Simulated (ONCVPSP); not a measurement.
# Configuration tests for Au (Z = 79) (ONCV)

| Quantity | Value |
| --- | --- |
| Element | gold |
| Generator | ONCVPSP 4.0.1 |
| Type | optimised norm-conserving Vanderbilt (ONCV) |
| Functional | LDA (Perdew-Zunger) |
| Relativity | scalar-relativistic |
| Frozen core | [Kr] 4d10 4f14 |
| Valence charge | 19 |
| Reference configuration | 5s2 5p6 5d9 6s2 |
| Partial waves | 5s+6s: rc 1.25 bohr, ncon 4, nbas 8, qcut 8.1 1/bohr, 2 projectors; 5p: rc 1.70 bohr, ncon 4, nbas 9, qcut 7.7 1/bohr, 3 projectors, debl 0.7 Ha; 5d: rc 2.30 bohr, ncon 4, nbas 9, qcut 8.1 1/bohr, 1 projector |
| Local potential | polynomial inside 1.15 bohr (lpopt 3, dvloc0 0 Ha) |
| Core correction | Teter function, fcfact 4.75, rcfact 1.25 |

In the p channel the program set the typed energies aside and used -2.307, 0.250, 0.950 Ha.

Energies are relative to the spin-unpolarised reference configuration 5s2 5p6 5d9 6s2; without spin polarisation the order of configurations can differ from experiment.

```csv
valence configuration,charge,ΔE all-electron (eV),error AE − PS (meV)
5s2 5p6 5d10 6s1,0,-1.601,-0.3
5s2 5p6 5d9 6s0,+2,29.674,-10
```

Task: What are ΔE and the potential's error for 5s2 5p6 5d10 6s0?

Result: ΔE = 8.173 eV all-electron; the error (AE − PS) is -1.9 meV.

Task: What are ΔE and the potential's error for 5s2 5p6 5d9 6s1 6p1?

Result: ΔE = 5.916 eV all-electron; the error (AE − PS) is -1.3 meV.

Levels in the configuration 5s2 5p6 5d9 6s1 6p1:

| level | all-electron (eV) | pseudo (eV) |
| --- | --- | --- |
| 5s | -113.746 | -113.754 |
| 5p | -64.877 | -64.880 |
| 5d | -11.155 | -11.155 |
| 6s | -8.433 | -8.432 |
| 6p | -2.290 | -2.290 |
